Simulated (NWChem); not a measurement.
System: SiH3SeCl; SMILES [SiH3][Se]Cl

The following NWChem deck was run.

```
start job
memory heap 200 mb stack 900 mb global 1100 mb
geometry units angstroms noautoz
  Se     0.792705     0.072227     0.096977
  Cl    -0.774936     1.601663    -0.133251
  Si    -0.679145    -1.684273     0.021065
  H      0.195712    -2.886272     0.166594
  H     -1.396347    -1.705766    -1.284391
  H     -1.651284    -1.596852     1.146368
end
basis spherical
  Se library def2-svp
  Cl library def2-svp
  Si library def2-svp
  H library def2-svp
end
dft
  xc rpbe cpbe96
  iterations 150
  mulliken
end
task dft energy
```

Structure relaxed at the PBE0/def2-SVP level.

Question: Predict the main results of this run. (RPBE/def2-SVP.) Quantities: energy (Ha); highest occupied level (eV); orbital gap (eV); dipole (D).

Answer: The energy (Ha) comes out as -3152.32. The highest occupied level (eV) is -5.67 and the orbital gap (eV) is 2.44. The dipole (D) is 1.59.
